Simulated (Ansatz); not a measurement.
A structure relaxed at r2SCAN-D4/def2-SVP in Ansatz, charge 0, singlet:

```xyz
8

Al   -0.586   -2.052   -0.428
Al    0.524    1.865    0.367
Cl    0.905    0.782    2.126
Cl   -1.417   -3.335   -1.822
Cl    0.034   -2.644    1.446
Cl    2.148    2.344   -0.873
Cl   -0.419   -0.035   -1.118
Cl   -1.189    3.075    0.301
```

Problem. Give its formula.

Solution. Al₂Cl₆.

Problem. Summarise the bond lengths by kind (pairs closer than 1.2 times the sum of covalent radii, bridged metal pairs left out).

Solution. 7 × Al–Cl 2.06 to 2.59 Å.

Another isomer (singlet) lies 1.09 eV lower at PBE0-D4/def2-TZVP; other spin states weren't run for this one.
